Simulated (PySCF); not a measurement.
PySCF input (BP86/def2-SVP):

```python
from pyscf import gto, dft

mol = gto.M(
    atom='''
    C     0.60252900   -1.56487900   -0.26618800
    C    -0.21571900   -0.30435300    0.05033300
    C    -1.42906100   -0.22777300   -0.88805900
    C    -0.69386800   -0.35244200    1.50899800
    Si    0.87127800    1.22926400   -0.20329300
    H     0.95588000   -1.56875600   -1.29974500
    H     1.47321100   -1.65648200    0.38698400
    H    -0.01242600   -2.45979900   -0.12412200
    H    -1.12748900   -0.19757100   -1.93746600
    H    -2.06697800   -1.10758000   -0.75302100
    H    -2.03972100    0.65558100   -0.68832600
    H    -1.32347500   -1.23365900    1.67112800
    H     0.14377300   -0.41314400    2.20741500
    H    -1.28579000    0.52773400    1.76982500
    H     2.05294000    1.17896700    0.69401200
    H     1.34692500    1.29868900   -1.60791100
    H     0.10197900    2.46300700    0.09682200
    ''',
    basis='def2-svp',
    charge=0,
    spin=0,
    verbose=4,
)

mf = dft.RKS(mol, xc='bp86').density_fit(auxbasis='def2-universal-jkfit')
mf.grids.level = 3
mf.conv_tol = 1e-9
mf.max_cycle = 100
mf.max_memory = 1500
mf.kernel()
if not mf.converged:
    mf = mf.newton()
    mf.kernel(mf.make_rdm1())
mf.dip_moment()
```

Output:

```
PySCF version 2.14.0

[INPUT] verbose = 4
[INPUT] num. atoms = 17
[INPUT] num. electrons = 50
[INPUT] charge = 0
[INPUT] spin (= nelec alpha-beta = 2S) = 0
[INPUT] symmetry False subgroup None
[INPUT] Mole.unit = angstrom
[INPUT] Symbol           X                Y                Z      unit          X                Y                Z       unit  Magmom
[INPUT]  1 C      0.602529000000  -1.564879000000  -0.266188000000 AA    1.138614792108  -2.957192728083  -0.503022417646 Bohr   0.0
[INPUT]  2 C     -0.215719000000  -0.304353000000   0.050333000000 AA   -0.407649829865  -0.575143815190   0.095115585028 Bohr   0.0
[INPUT]  3 C     -1.429061000000  -0.227773000000  -0.888059000000 AA   -2.700533905297  -0.430428588571  -1.678188292455 Bohr   0.0
[INPUT]  4 C     -0.693868000000  -0.352442000000   1.508998000000 AA   -1.311220486600  -0.666018854794   2.851592942516 Bohr   0.0
[INPUT]  5 Si     0.871278000000   1.229264000000  -0.203293000000 AA    1.646476798359   2.322972294787  -0.384168093041 Bohr   0.0
[INPUT]  6 H      0.955880000000  -1.568756000000  -1.299745000000 AA    1.806351407949  -2.964519196268  -2.456162081773 Bohr   0.0
[INPUT]  7 H      1.473211000000  -1.656482000000   0.386984000000 AA    2.783965313697  -3.130297310272   0.731293774589 Bohr   0.0
[INPUT]  8 H     -0.012426000000  -2.459799000000  -0.124122000000 AA   -0.023481736824  -4.648346431479  -0.234556586033 Bohr   0.0
[INPUT]  9 H     -1.127489000000  -0.197571000000  -1.937466000000 AA   -2.130645418460  -0.373355080156  -3.661280115657 Bohr   0.0
[INPUT] 10 H     -2.066978000000  -1.107580000000  -0.753021000000 AA   -3.906022325501  -2.093022861046  -1.423003456046 Bohr   0.0
[INPUT] 11 H     -2.039721000000   0.655581000000  -0.688326000000 AA   -3.854514060524   1.238868542468  -1.300747624417 Bohr   0.0
[INPUT] 12 H     -1.323475000000  -1.233659000000   1.671128000000 AA   -2.501005282709  -2.331277641105   3.157974239092 Bohr   0.0
[INPUT] 13 H      0.143773000000  -0.413144000000   2.207415000000 AA    0.271691594107  -0.780729010007   4.171409793257 Bohr   0.0
[INPUT] 14 H     -1.285790000000   0.527734000000   1.769825000000 AA   -2.429790953705   0.997272726621   3.344484538408 Bohr   0.0
[INPUT] 15 H      2.052940000000   1.178967000000   0.694012000000 AA    3.879494350165   2.227924739900   1.311492607162 Bohr   0.0
[INPUT] 16 H      1.346925000000   1.298689000000  -1.607911000000 AA    2.545319360330   2.454166530985  -3.038511422676 Bohr   0.0
[INPUT] 17 H      0.101979000000   2.463007000000   0.096822000000 AA    0.192712380457   4.654408672887   0.182967062833 Bohr   0.0

nuclear repulsion = 248.102266458436
number of shells = 68
number of NR pGTOs = 216
number of NR cGTOs = 134
basis = def2-svp
ecp = {}

******** <class 'pyscf.df.df_jk.DFRKS'> ********
method = DFRKS
initial guess = minao
damping factor = 0
level_shift factor = 0
DIIS = <class 'pyscf.scf.diis.CDIIS'>
diis_start_cycle = 1
diis_space = 8
diis_damp = 0
SCF conv_tol = 1e-09
SCF conv_tol_grad = None
SCF max_cycles = 100
direct_scf = False
XC library pyscf.dft.libxc version 7.1.2
    S. Lehtola, C. Steigemann, M. J. T. Oliveira, and M. A. L. Marques,  SoftwareX 7, 1–5 (2018)
XC functionals = bp86
    A. D. Becke,  Phys. Rev. A 38, 3098 (1988)
    J. P. Perdew,  Phys. Rev. B 33, 8822 (1986)
    J. P. Perdew,  Phys. Rev. B 34, 7406–7406 (1986)
radial grids:
    Treutler-Ahlrichs [JCP 102, 346 (1995); DOI:10.1063/1.469408] (M4) radial grids

becke partition: Becke, JCP 88, 2547 (1988); DOI:10.1063/1.454033
pruning grids: <function nwchem_prune>
grids dens level: 3
symmetrized grids: False
atomic radii adjust function: <function treutler_atomic_radii_adjust>
small_rho_cutoff = 0
Set gradient conv threshold to 3.16228e-05
Initial guess from minao.
tot grids = 193352
init E= -448.840552530153
  HOMO = -0.327824463044265  LUMO = -0.0398807159725654  gap/eV = 7.83535
cycle= 1 E= -448.860737714667  delta_E= -0.0202  |g|= 0.536  |ddm|= 3.81
  HOMO = -0.17429959720404  LUMO = 0.0361392892828731  gap/eV = 5.72633
cycle= 2 E= -448.727426337442  delta_E= 0.133  |g|= 0.879  |ddm|= 1.63
  HOMO = -0.250585311956808  LUMO = 0.0113561446749153  gap/eV = 7.12779
cycle= 3 E= -448.943608982419  delta_E= -0.216  |g|= 0.0915  |ddm|=  1.1
  HOMO = -0.244239446682238  LUMO = 0.00913544518785203  gap/eV = 6.89468
cycle= 4 E= -448.945534073145  delta_E= -0.00193  |g|= 0.0392  |ddm|= 0.14
  HOMO = -0.247670636965051  LUMO = 0.00763721014427121  gap/eV = 6.94728
cycle= 5 E= -448.945901024302  delta_E= -0.000367  |g|= 0.00587  |ddm|= 0.0389
  HOMO = -0.24757729371445  LUMO = 0.00788574524916807  gap/eV = 6.95150
cycle= 6 E= -448.945910311616  delta_E= -9.29e-06  |g|= 0.00144  |ddm|= 0.0104
  HOMO = -0.247670447207258  LUMO = 0.00779445500131271  gap/eV = 6.95155
cycle= 7 E= -448.945910916767  delta_E= -6.05e-07  |g|= 0.000249  |ddm|= 0.00258
  HOMO = -0.247640210008423  LUMO = 0.00780590488829702  gap/eV = 6.95104
cycle= 8 E= -448.945910937284  delta_E= -2.05e-08  |g|= 5.74e-05  |ddm|= 0.000471
  HOMO = -0.247651765830576  LUMO = 0.00779871466496074  gap/eV = 6.95116
cycle= 9 E= -448.945910938405  delta_E= -1.12e-09  |g|= 8.26e-06  |ddm|= 0.000101
  HOMO = -0.247652555573383  LUMO = 0.0077984215770619  gap/eV = 6.95118
cycle= 10 E= -448.945910938428  delta_E= -2.3e-11  |g|= 1.35e-06  |ddm|= 1.62e-05
  HOMO = -0.247652569905406  LUMO = 0.00779823231503052  gap/eV = 6.95117
Extra cycle  E= -448.945910938428  delta_E= 1.14e-13  |g|= 1.08e-06  |ddm|= 4.13e-06
converged SCF energy = -448.945910938428
Dipole moment(X, Y, Z, Debye): -0.48528, -0.68491,  0.11326
```

The geometry given is a B3LYP-D3(BJ)/def2-TZVP minimum.
